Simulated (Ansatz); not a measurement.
Wavefunction ladder for BrH₂MgN (`[NH2][Mg][Br]`)

```json
{"atom": "N1", "x (Å)": "-0.852", "y (Å)": "-0.431", "z (Å)": "0.208"}
{"atom": "Mg2", "x (Å)": "0.782", "y (Å)": "0.395", "z (Å)": "-0.191"}
{"atom": "Br3", "x (Å)": "2.817", "y (Å)": "1.424", "z (Å)": "-0.689"}
{"atom": "H4", "x (Å)": "-1.749", "y (Å)": "-0.210", "z (Å)": "-0.198"}
{"atom": "H5", "x (Å)": "-0.998", "y (Å)": "-1.178", "z (Å)": "0.870"}
```

Total charge 0; spin multiplicity 1. Correlated methods include outer-core shells of Br, Mg, which these sets cover unevenly. Scalar relativity is left out up to krypton. The geometry is a stationary point of PBE0-D4/def2-TZVP. It is one conformer, not always the lowest. Frozen core, restricted reference, Ansatz.

```csv
basis,HF (Eh),MP2 corr.,CCSD corr.,(T),CCSD(T) total
def2-SVP,-2827.31254,-0.44082,-0.45389,-0.00985,-2827.77628
def2-TZVPP,-2827.76913,-0.68968,-0.70799,-0.01990,-2828.49702
def2-QZVPP,-2827.83062,-1.06508,–,–,–
```
